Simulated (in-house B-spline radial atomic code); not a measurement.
Values are calculated unless marked as measured or tabulated.
Sc in an electron gas of r_s = 2: phase shifts, screening, friction and resistivity

A nucleus sits in a uniform electron gas with a rigid positive background. The Kohn-Sham equations are solved self-consistently in the spin-unpolarised LDA (PW92), non-relativistic, on B-splines with outgoing waves at the boundary and partial waves to l = 8. The model has no lattice, no bands and no magnetic solution. Atomic units; δ_l are the phase shifts at the Fermi level, counted so that each bound state adds π, and good to about 0.0005.

The density parameter is r_s = 2 bohr, near that of the valence electrons of Si (4 per atom, density 2.33 g/cm³, mass 28.09 u, which gives r_s = 2.01).

```tsv
l	δ_l (rad)
0	8.4750
1	5.9532
2	1.2788
3	0.0276
4	0.0050
5	0.0009
6	-0.0001
7	-0.0002
8	-0.0002
```

Bound levels below the band bottom (hartree): s -159.4, s -16.43, p -13.46, s -1.297, p -0.5628.

(1) Check the Friedel sum rule, and say where the screening charge sits.

(2) Find the transport cross section and the electronic stopping of a 5 keV Sc ion (mass 44.96 u).

(3) What residual resistivity would 1 atomic per cent of such centres give in a metal of this density?

(4) On a substitutional site the background of one host ion, a sphere holding 4 charges, is taken out. The phase shifts for l = 0 to 4 become 8.1156, 5.6520, 0.4599, -0.0619, -0.0188. What follows?

## Answers

(1) k_F = (9π/4)^(1/3)/r_s = 0.95958. The rule is Z = (2/π) Σ (2l + 1) δ_l. The terms are s 5.395, p 11.370, d 4.071, f 0.123 and 0.030 beyond, in all 20.989 against Z = 21. Bound states hold 6 s, 12 p, 0 d electrons, so the scattering states carry 2.99 in all; where a term is smaller than its bound count, the bound level has drawn weight out of the band.

(2) σ_tr = (4π/k_F²) Σ (l + 1) sin²(δ_l − δ_(l+1)). The terms for l = 0 to 3 are 0.3374, 1.9971, 2.7039, 0.0020, all together 5.0405, so σ_tr = 13.647 × 5.0405 = 68.790 bohr². With n = 3/(4π r_s³) = 0.02984, the friction coefficient is Q = n k_F σ_tr = 1.9698. For v well below v_F = 0.960, dE/dx = Q v; with 24801 eV per u at v = 1, v = √(5000/(24801 × 44.96)) = 0.0670, so dE/dx = 0.13191 hartree/bohr = 67.8 eV/nm. The largest term couples the d and f waves.

(3) Δρ = k_F n_i σ_tr/n in atomic units of 21.74 μΩ·cm. With one host atom per 4 electrons, n_i/n = 0.01/4, so Δρ = 0.9596 × 0.00250 × 68.790 × 21.74 = 3.59 μΩ·cm. This is an atom added to the gas, as on an interstitial site.

(4) The Friedel sum is now 17.00, for Z − 4 = 17. The sum in σ_tr is 2.7213, so σ_tr = 37.14 bohr² and Δρ = 1.94 μΩ·cm per atomic per cent, 0.54 times the value above. A real host ion scatters too, so this model doesn't give zero even for the host's own atom.
